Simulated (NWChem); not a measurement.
C4H3N; SMILES C=C=CC#N

Program: NWChem. The geometry was optimised at PBE0/def2-SVP. Level: PBE/def2-SVP with COSMO at NWChem's default radii, gas-phase geometry; rows give the dielectric constant.

For dielectric constant 2.4:

```
Item                                       Result
-----------------------------------------  ------
electrostatic solvation energy (kcal/mol)    -3.1
dipole in solution (D)                       4.80
```

Q: How do the values read with dielectric constant 78.4 instead?

A: 
| Item | Value |
|---|---|
| electrostatic solvation energy (kcal/mol) | -5.9 |
| dipole in solution (D) | 5.45 |
